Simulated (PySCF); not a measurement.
Stepwise substitution at one centre (Sn OCH3-H). Gas-phase values, no solvent. One relaxed conformer stands for each flexible species; it need not be the lowest. Strings in code marks are SMILES.

Method: PBE-D3(BJ)/def2-TZVP // B3LYP-D3(BJ)/def2-SVP in PySCF 2.14.0. Excitations are Tamm–Dancoff values on a coarser integration grid. The basis has no diffuse functions, so Rydberg states are missing or too high.

```csv
species,LUMO (eV),S1 oscillator strength,HOMO–LUMO gap (eV),S1–T1 gap (TDA) (eV)
0 of 4 OCH3 replaced by H (`C[O][Sn]([O]C)([O]C)[O]C`),-2.75,0.000,(withheld),–
1 of 4 OCH3 replaced by H,-2.04,0.005,4.13,0.30
"2 of 4 OCH3 replaced by H (`[O](C)[SnH2][O]C` (C–O–Sn–O torsion 60°, O–Sn–O–C torsion 60°))",-1.42,0.006,(withheld),0.37
4 of 4 OCH3 replaced by H,(withheld),–,7.52,–
```

What belongs in the gaps?


- 0 of 4 OCH3 replaced by H (`C[O][Sn]([O]C)([O]C)[O]C`), HOMO–LUMO gap (eV): 3.58
- 2 of 4 OCH3 replaced by H (`[O](C)[SnH2][O]C` (C–O–Sn–O torsion 60°, O–Sn–O–C torsion 60°)), HOMO–LUMO gap (eV): 4.64
- 4 of 4 OCH3 replaced by H, LUMO (eV): -0.40
